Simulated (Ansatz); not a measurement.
Reaction (redistribution): `C[SiH](O)CS` + `O[SiH2]O[SiH2]S` → `C[SiH](O)O[SiH2]O` + `SC[SiH2]S`

Computed with Ansatz on PBE0-D4/def2-TZVP structures; ΔE is electronic, products minus reactants. CCSD(T)/CBS is the MP2 limit (def2-TZVPP, def2-QZVPP) plus CCSD(T) − MP2 in def2-TZVPP, frozen cores. One conformer a species, not always the lowest.

`C[SiH](O)CS`:

```xyz
13

C     0.259    1.387    0.938
Si   -0.579    0.463   -0.447
O    -2.014   -0.199    0.016
C     0.530   -0.924   -1.071
S     0.604   -2.280    0.138
H    -0.393    2.181    1.307
H     1.189    1.848    0.592
H     0.495    0.735    1.784
H    -0.889    1.402   -1.556
H    -1.927   -1.056    0.444
H     1.536   -0.607   -1.350
H     0.073   -1.373   -1.957
H     1.116   -1.577    1.162
```

`O[SiH2]O[SiH2]S`:

Cartesian coordinates in Å:
```
O 1.933 0.575 0.634
Si 1.025 1.158 -0.596
O -0.169 0.109 -1.015
Si -1.378 -0.729 -0.317
S -0.952 -1.207 1.728
H 1.467 0.377 1.451
H 0.379 2.442 -0.223
H 1.931 1.307 -1.750
H -1.582 -1.971 -1.093
H -2.612 0.087 -0.244
H -0.041 -2.149 1.426
```

`C[SiH](O)O[SiH2]O`:

Z-matrix (Å, degrees):
```
C
Si 1 1.845
H 1 1.093 2 110.6
H 1 1.093 2 110.5 3 -119.9
H 1 1.092 2 110.6 3 120.2
O 2 1.642 1 107.9 3 -179.0
O 2 1.649 1 110.4 3 -59.1
H 2 1.487 1 111.9 3 59.1
H 6 0.961 2 116.3 1 167.4
Si 7 1.628 2 134.0 1 -135.9
O 10 1.653 7 110.3 2 -26.7
H 10 1.483 7 108.3 2 -147.1
H 10 1.478 7 110.2 2 89.9
H 11 0.958 10 117.4 7 -91.9
```

`SC[SiH2]S`:

```xyz
10

S     1.272   -0.770    1.430
C    -0.459   -0.529    0.952
Si   -0.617    0.007   -0.840
S     0.525    1.765   -1.267
H     1.669    0.492    1.196
H    -0.958    0.155    1.641
H    -0.932   -1.509    1.063
H    -0.175   -1.108   -1.713
H    -2.021    0.389   -1.144
H     1.697    1.110   -1.318
```

```
            species  CCSD(T)/def2-TZVPP energy (Eh)
      `C[SiH](O)CS`                      -842.86904
  `O[SiH2]O[SiH2]S`                     -1129.89349
`C[SiH](O)O[SiH2]O`                      -846.57635
        `SC[SiH2]S`                     -1126.19119
```

Work out ΔE.

ΔE = (-846.57635) + (-1126.19119) − (-842.86904) − (-1129.89349) = -0.00501 Eh = -13.2 kJ/mol. CCSD(T)/CBS gives -12.8 kJ/mol.

Largest T1 diagnostic among the species: 0.012.
